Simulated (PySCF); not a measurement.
CH5BSi, SMILES `CB=[SiH2]`, neutral singlet in the gas phase. 

Z-matrix (Å, degrees):
```
B
C 1 1.5164
H 2 1.0930 1 114.57
H 2 1.0959 3 109.30 1 -126.23
H 2 1.1001 3 107.84 4 -114.81
Si 1 1.8716 2 163.02 3 -175.11
H 6 1.4920 1 108.17 2 125.59
H 6 1.4924 7 110.79 1 -117.92
```
Charge 0, multiplicity 1.

All levels are single points at this geometry (r2SCAN-D4/def2-TZVP); Pople sets use spherical d functions. Orbital energies aren't observables, and empty levels follow the basis.

SVWN5/6-31G* in PySCF gives dipole (D) = 2.88.

Problem. Estimate the dipole (D) from each of these levels: PBE-D3(BJ)/def2-TZVP in PySCF; r2SCAN-D4/def2-TZVP in PySCF; B3LYP/6-311+G** in PySCF; BP86/6-31G* in PySCF; PBE/6-31G* in PySCF.

Solution. 
```json
[
 {"level": "PBE-D3(BJ)/def2-TZVP in PySCF", "dipole (D)": "2.61"},
 {"level": "r2SCAN-D4/def2-TZVP in PySCF", "dipole (D)": "2.71"},
 {"level": "B3LYP/6-311+G** in PySCF", "dipole (D)": "2.66"},
 {"level": "BP86/6-31G* in PySCF", "dipole (D)": "2.86"},
 {"level": "PBE/6-31G* in PySCF", "dipole (D)": "2.86"}
]
```
